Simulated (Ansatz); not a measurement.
Basis-set extrapolation for `FC1=N[SiH]1Cl` (PBE0-D4/def2-TZVP geometry, frozen core, the Gaussian-basis code of Ansatz). Multiplicity 1, RHF reference.

```tsv
	def2-TZVPP	def2-QZVPP
HF	-940.871465	-940.901862
MP2 correlation	-0.888572	-0.964489
CCSD(T) correlation	-0.953766	not run
```

Energies in hartree. Use E(X) = E(∞) + A·exp(−7.88·√X) for Hartree–Fock and E(X) = E(∞) + B·X^(−2.97) for correlation, with X = 3 and 4, and add CCSD(T) minus MP2 of the smaller set to the MP2 limit.

Q: What is the CCSD(T) energy at the basis-set limit?

A: HF limit: -940.901862 + (-0.030397) × 0.13774 = -940.90605. MP2 limit: -0.964489 + (-0.075917) × 0.74074 = -1.02072. Higher-order term: -0.953766 − (-0.888572) = -0.06519. Total: -941.99196 hartree, 104.6 kcal/mol below CCSD(T)/def2-TZVPP.
